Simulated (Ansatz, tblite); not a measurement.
Forces on CrMe2 (C₂H₆Cr) at its PBE-D4/def2-TZVP geometry. The state is a quintet with charge 0.

The xTB rows come from tblite.

GFN2-xTB (tblite), largest force 0.42 eV/Å:

```xyz
9
positions Å, forces eV/Å
Cr    1.049   -0.242    0.088    0.137   -0.032    0.011
C    -0.291   -1.514   -0.718    0.178    0.164    0.106
H    -1.062   -1.802    0.013    0.046   -0.072   -0.411
H     0.274   -2.419   -1.019   -0.273    0.019   -0.040
H    -0.770   -1.081   -1.609   -0.069   -0.353    0.218
C     0.288    1.515    0.718    0.103   -0.229   -0.083
H    -0.174    2.072   -0.111    0.014    0.064    0.416
H     1.138    2.103    1.116   -0.258    0.101    0.001
H    -0.451    1.368    1.521    0.121    0.337   -0.218
```

r2SCAN-D4/def2-TZVP (Ansatz), largest force 0.23 eV/Å:

```
Cr 0.008 -0.001 0.000
C -0.106 -0.150 -0.084
H 0.148 0.049 -0.162
H -0.139 0.174 0.053
H 0.086 -0.103 0.178
C -0.042 0.184 0.072
H 0.089 -0.100 0.180
H -0.191 -0.100 -0.075
H 0.147 0.048 -0.163
```

PBE0-D4/def2-TZVP (Ansatz), largest force 0.25 eV/Å:

```
Cr 0.104 -0.024 0.008
C -0.126 -0.185 -0.103
H 0.151 0.036 -0.193
H -0.185 0.151 0.034
H 0.081 -0.135 0.189
C -0.048 0.225 0.089
H 0.092 -0.088 0.211
H -0.226 -0.059 -0.063
H 0.157 0.078 -0.173
```
